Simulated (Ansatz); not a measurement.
`F[Si](F)(S)Cl` at its PBE0-D4/def2-TZVP geometry, where that method's forces vanish. Charge 0, multiplicity 1.

```csv
atom,x (Å),y (Å),z (Å)
F1,0.9025,0.2751,-1.4596
Si2,0.3717,0.2850,0.0257
F3,0.7144,1.6925,0.6445
S4,-1.7108,0.0777,0.1254
Cl5,1.3892,-1.1515,1.0171
H6,-1.6671,-1.1788,-0.3531
```

(1) For each bond, give half the difference of the two atoms' forces along it (eV/Å; positive pushes the atoms apart) under PBE-D4, r2SCAN-D4, B3LYP-D4, ωB97M-V in def2-TZVPP. (Estimate.)

Answers

(1) Computed: 
| bond | length (Å) | PBE-D4 | r2SCAN-D4 | B3LYP-D4 | ωB97M-V |
| --- | --- | --- | --- | --- | --- |
| F1–Si2 | 1.577 | 0.50 | 0.05 | 0.13 | 0.10 |
| Si2–F3 | 1.575 | 0.52 | 0.05 | 0.13 | 0.12 |
| Si2–S4 | 2.095 | 0.00 | 0.01 | 0.07 | -0.05 |
| Si2–Cl5 | 2.020 | 0.07 | 0.03 | 0.12 | 0.00 |
| S4–H6 | 1.345 | 0.24 | 0.01 | -0.03 | -0.09 |

B3LYP here is the variant with VWN-RPA as its local correlation; programs differ in this.
